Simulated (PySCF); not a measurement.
Se(OMe)(SiH3), CH6OSeSi, SMILES CO[Se][SiH3] (CAM-B3LYP/def2-SVP optimised geometry):

```
10

Se    -1.271    -1.290    -1.923
O     -0.401    -2.871    -1.619
C      0.787    -3.049    -2.355
H      1.545    -2.278    -2.126
H      1.187    -4.032    -2.065
H      0.610    -3.049    -3.445
Si    -0.485    -0.332     0.000
H      1.001    -0.332     0.000
H     -0.978    -1.063     1.194
H     -1.001     1.063     0.000
```

Calculation: CAM-B3LYP/def2-TZVP (PySCF).

### Question
What are the frontier orbital energies and the dipole moment?

### Answer
HOMO-2 -10.69 eV, HOMO-1 -9.04 eV, HOMO -8.13 eV, LUMO -0.33 eV, LUMO+1 0.94 eV; dipole moment 1.35 D.

On the same geometry PBE/def2-TZVP (PySCF 2.14.0) gives HOMO-2 -7.94 eV, HOMO-1 -6.29 eV, HOMO -5.64 eV, LUMO -2.46 eV, LUMO+1 -0.86 eV; dipole moment 1.19 D.

Meta-Löwdin charges at CAM-B3LYP/def2-TZVP: Se1 0.16, O2 -0.53, C3 -0.11, H4 0.10, H5 0.12, H6 0.10, Si7 0.42, H8 -0.09, H9 -0.09, H10 -0.09.
